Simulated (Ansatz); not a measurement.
Ansatz (a first-principles code) input (B3LYP-D3(BJ)/def2-TZVP):

Ansatz 0.2 input:
```yaml
crystal:
  periodic: [false, false, false]
  atoms:
    - {symbol: Mn, position_ang: [-0.28852277, -0.33413064, -0.25922933]}
    - {symbol: O, position_ang: [0.71922246, 0.91278582, 0.65440685]}
    - {symbol: H, position_ang: [1.45928965, 1.05097957, 1.24547836]}
basis:
  gaussian:
    orbitals: def2-TZVP
hamiltonian:
  xc: b3lyp
  dispersion: d3bj
magnetization: {spin_polarized: true, initial_magnetization: 6}
phonons: {temperatures: {t_min: 298.15, t_max: 298.15, t_step: 100}}
```

Output:

```
Functional definition: B3LYP
integrals: 0.02 GiB planned
682 factors; their error is unknown
mean field: 0.28 GiB planned
mean field evaluation 1: about -33379.0642 eV, gradient 4.4e1 eV
mean field evaluation 2: about -33339.8625 eV, gradient 1.0e2 eV
mean field evaluation 4: about -33385.1196 eV, gradient 9.5e0 eV
mean field evaluation 8: about -33385.3399 eV, gradient 1.1e-1 eV
mean field evaluation 16: about -33385.4233 eV, gradient 3.1e-5 eV
mean field -33385.42334042 eV, -1226.8916783076 hartree, gradient 3.1e-5 eV, S^2 12.003469; 0 other end points of the search recorded, 0 dependent functions left out
the calculation of the forces begins
reference -33385.42353461 eV, -1226.8916854440 hartree; 20, 14 occupied and 62, 68 virtual orbitals, 682 factors
these checks for a lower state are left out or cut short: stability, starts, cluster_reference, orbital_swaps, neighbouring_geometries, increment
integrals: 0.02 GiB planned
682 factors; their error is unknown
mean field: 0.28 GiB planned
mean field -33385.42331039 eV, -1226.8916772042 hartree, gradient 1.8e-6 eV, S^2 12.003470; 0 other end points of the search recorded, 0 dependent functions left out
the calculation of the forces begins
reference -33385.42350452 eV, -1226.8916843383 hartree; 20, 14 occupied and 62, 68 virtual orbitals, 682 factors
these checks for a lower state are left out or cut short: stability, starts, cluster_reference, orbital_swaps, neighbouring_geometries, increment
integrals: 0.02 GiB planned
682 factors; their error is unknown
mean field: 0.28 GiB planned
mean field evaluation 32: about -33385.4233 eV, gradient 2.9e-6 eV
mean field -33385.42329810 eV, -1226.8916767524 hartree, gradient 2.9e-6 eV, S^2 12.003467; 0 other end points of the search recorded, 0 dependent functions left out
the calculation of the forces begins
reference -33385.42349235 eV, -1226.8916838912 hartree; 20, 14 occupied and 62, 68 virtual orbitals, 682 factors
these checks for a lower state are left out or cut short: stability, starts, cluster_reference, orbital_swaps, neighbouring_geometries, increment
integrals: 0.02 GiB planned
682 factors; their error is unknown
mean field: 0.28 GiB planned
mean field -33385.42332143 eV, -1226.8916776100 hartree, gradient 2.7e-6 eV, S^2 12.003468; 0 other end points of the search recorded, 0 dependent functions left out
the calculation of the forces begins
reference -33385.42351566 eV, -1226.8916847478 hartree; 20, 14 occupied and 62, 68 virtual orbitals, 682 factors
these checks for a lower state are left out or cut short: stability, starts, cluster_reference, orbital_swaps, neighbouring_geometries, increment
integrals: 0.02 GiB planned
682 factors; their error is unknown
mean field: 0.28 GiB planned
mean field -33385.42333223 eV, -1226.8916780069 hartree, gradient 1.2e-6 eV, S^2 12.003470; 0 other end points of the search recorded, 0 dependent functions left out
the calculation of the forces begins
reference -33385.42352639 eV, -1226.8916851419 hartree; 20, 14 occupied and 62, 68 virtual orbitals, 682 factors
these checks for a lower state are left out or cut short: stability, starts, cluster_reference, orbital_swaps, neighbouring_geometries, increment
integrals: 0.02 GiB planned
682 factors; their error is unknown
mean field: 0.28 GiB planned
mean field -33385.42312972 eV, -1226.8916705648 hartree, gradient 2.4e-6 eV, S^2 12.003463; 0 other end points of the search recorded, 0 dependent functions left out
the calculation of the forces begins
reference -33385.42332395 eV, -1226.8916777026 hartree; 20, 14 occupied and 62, 68 virtual orbitals, 682 factors
these checks for a lower state are left out or cut short: stability, starts, cluster_reference, orbital_swaps, neighbouring_geometries, increment
integrals: 0.02 GiB planned
682 factors; their error is unknown
mean field: 0.28 GiB planned
mean field -33385.42315955 eV, -1226.8916716608 hartree, gradient 1.6e-6 eV, S^2 12.003474; 0 other end points of the search recorded, 0 dependent functions left out
the calculation of the forces begins
reference -33385.42335370 eV, -1226.8916787957 hartree; 20, 14 occupied and 62, 68 virtual orbitals, 682 factors
these checks for a lower state are left out or cut short: stability, starts, cluster_reference, orbital_swaps, neighbouring_geometries, increment
integrals: 0.02 GiB planned
682 factors; their error is unknown
mean field: 0.28 GiB planned
mean field evaluation 64: about -33385.4233 eV, gradient 8.3e-5 eV
mean field -33385.42333479 eV, -1226.8916781008 hartree, gradient 1.1e-6 eV, S^2 12.003470; 0 other end points of the search recorded, 0 dependent functions left out
the calculation of the forces begins
reference -33385.42352895 eV, -1226.8916852360 hartree; 20, 14 occupied and 62, 68 virtual orbitals, 682 factors
these checks for a lower state are left out or cut short: stability, starts, cluster_reference, orbital_swaps, neighbouring_geometries, increment
integrals: 0.02 GiB planned
682 factors; their error is unknown
mean field: 0.28 GiB planned
mean field -33385.42331863 eV, -1226.8916775071 hartree, gradient 2.1e-6 eV, S^2 12.003467; 0 other end points of the search recorded, 0 dependent functions left out
the calculation of the forces begins
reference -33385.42351286 eV, -1226.8916846447 hartree; 20, 14 occupied and 62, 68 virtual orbitals, 682 factors
these checks for a lower state are left out or cut short: stability, starts, cluster_reference, orbital_swaps, neighbouring_geometries, increment
integrals: 0.02 GiB planned
682 factors; their error is unknown
mean field: 0.28 GiB planned
mean field -33385.42318815 eV, -1226.8916727119 hartree, gradient 2.0e-6 eV, S^2 12.003473; 0 other end points of the search recorded, 0 dependent functions left out
the calculation of the forces begins
reference -33385.42338236 eV, -1226.8916798491 hartree; 20, 14 occupied and 62, 68 virtual orbitals, 682 factors
these checks for a lower state are left out or cut short: stability, starts, cluster_reference, orbital_swaps, neighbouring_geometries, increment
integrals: 0.02 GiB planned
682 factors; their error is unknown
mean field: 0.28 GiB planned
mean field -33385.42317067 eV, -1226.8916720694 hartree, gradient 2.4e-6 eV, S^2 12.003465; 0 other end points of the search recorded, 0 dependent functions left out
the calculation of the forces begins
reference -33385.42336483 eV, -1226.8916792049 hartree; 20, 14 occupied and 62, 68 virtual orbitals, 682 factors
these checks for a lower state are left out or cut short: stability, starts, cluster_reference, orbital_swaps, neighbouring_geometries, increment
integrals: 0.02 GiB planned
682 factors; their error is unknown
mean field: 0.28 GiB planned
mean field evaluation 96: about -33385.4233 eV, gradient 2.5e-6 eV
mean field -33385.42333538 eV, -1226.8916781224 hartree, gradient 2.5e-6 eV, S^2 12.003468; 0 other end points of the search recorded, 0 dependent functions left out
the calculation of the forces begins
reference -33385.42352956 eV, -1226.8916852586 hartree; 20, 14 occupied and 62, 68 virtual orbitals, 682 factors
these checks for a lower state are left out or cut short: stability, starts, cluster_reference, orbital_swaps, neighbouring_geometries, increment
integrals: 0.02 GiB planned
682 factors; their error is unknown
mean field: 0.28 GiB planned
mean field -33385.42334075 eV, -1226.8916783197 hartree, gradient 2.1e-6 eV, S^2 12.003469; 0 other end points of the search recorded, 0 dependent functions left out
the calculation of the forces begins
reference -33385.42353494 eV, -1226.8916854563 hartree; 20, 14 occupied and 62, 68 virtual orbitals, 682 factors
Total energy: -33385.47504796 eV, -1226.8935785249 hartree
Atom 0 at    -0.288523    -0.334131    -0.259229 Å, force     0.000339    -0.000029     0.000262 eV/Å
Atom 1 at     0.719222     0.912786     0.654407 Å, force    -0.000160     0.000674    -0.000056 eV/Å
Atom 2 at     1.459290     1.050980     1.245478 Å, force    -0.000179    -0.000645    -0.000206 eV/Å
Dipole moment:     0.014355    -0.260775    -0.015603 e Å
Vibrations: 245.47 654.86 3890.32 cm⁻¹, zero-point energy 0.296982 eV
```

The spin state was set by rule; other spins were not relaxed.
